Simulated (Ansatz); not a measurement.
`C=[CH][InH2]` + `CNC` → `C[N](C)[InH2]` + `C=C` at 600 K and 1 bar (ligand exchange at the In–C bond).

Program: Ansatz. Geometries: PBE0-D4/def2-TZVP. ΔE: electronic, gas phase. CCSD(T)/CBS is the MP2 limit (def2-TZVPP, def2-QZVPP) plus CCSD(T) − MP2 in def2-TZVPP, frozen cores. This one scheme is used for every species. def2 core potentials past Kr. For In outer-core shells are correlated without core-valence functions, which leaves a few kJ/mol of doubt a bond.

```csv
species,CCSD(T)/CBS energy (Eh),H − E (kJ/mol),S (J/(mol·K))
`C=[CH][InH2]`,-268.86241,186.1,379.4
`CNC`,-135.00321,284.6,333.5
`C[N](C)[InH2]`,-325.40049,307.2,431.8
`C=C`,-78.48111,161.6,257.2
```

H − E and S are ideal-gas, rigid-rotor, harmonic terms from PBE0-D4/def2-TZVP. 1 Eh = 2625.50 kJ/mol, R = 8.31446 J/(mol·K).

Question: By hand: ΔE, ΔH, ΔS and ΔG.

Answer: ΔE = (-325.40049) + (-78.48111) − (-268.86241) − (-135.00321) = -0.01598 Eh = -42.0 kJ/mol. Δ(H − E) = 307.2 + 161.6 − 186.1 − 284.6 = -1.9, so ΔH = -43.9 kJ/mol. ΔS = 431.8 + 257.2 − 379.4 − 333.5 = -23.9 J/(mol·K). ΔG = -43.9 − 600 × (-23.9)/1000 = -29.6 kJ/mol.

Question: By hand: the equilibrium constant, and the temperature at which ΔG would vanish if ΔH and ΔS stayed fixed.

Answer: log₁₀ K = −ΔG/(RT ln 10) = 2.6. ΔG = 0 at ΔH/ΔS = 1837 K.

ΔH outweighs TΔS. A doubt of 5 kJ/mol in ΔE shifts log₁₀ K by 0.4 here. These are equilibria of isolated gas molecules and say nothing of rates. Largest T1 diagnostic: 0.017 (customary marks: 0.02 for closed shells, 0.045 for open ones).
